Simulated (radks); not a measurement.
Problem. The mean radii <r> (bohr) of the occupied orbitals of an atom or ion are listed with their occupations. All-electron calculation, scalar-relativistic Kohn-Sham, revPBE, spin-unpolarised, spherical densities, point nucleus. Program: a radial shooting solver on a logarithmic mesh with Libxc functionals.

| orbital | occ. | <r> |
|---|---|---|
| 1s | 2 | 0.05213 |
| 2s | 2 | 0.2351 |
| 2p | 6 | 0.2064 |
| 3s | 2 | 0.7052 |
| 3p | 6 | 0.7364 |
| 3d | 8 | 0.8558 |

Name the element and its charge.

Solution. Z = 29, copper, charge +3: Cu3+ in [Ar] 3d8. The 1s radius gives Z: for a bare nucleus <r> = (2 gamma + 1)/(2Z) with gamma = sqrt(1 - (Z/c)^2), 0.05094 bohr for Z = 29, and screening makes it slightly larger (0.05213 here). The occupations add up to 26, and the charge is Z minus that.
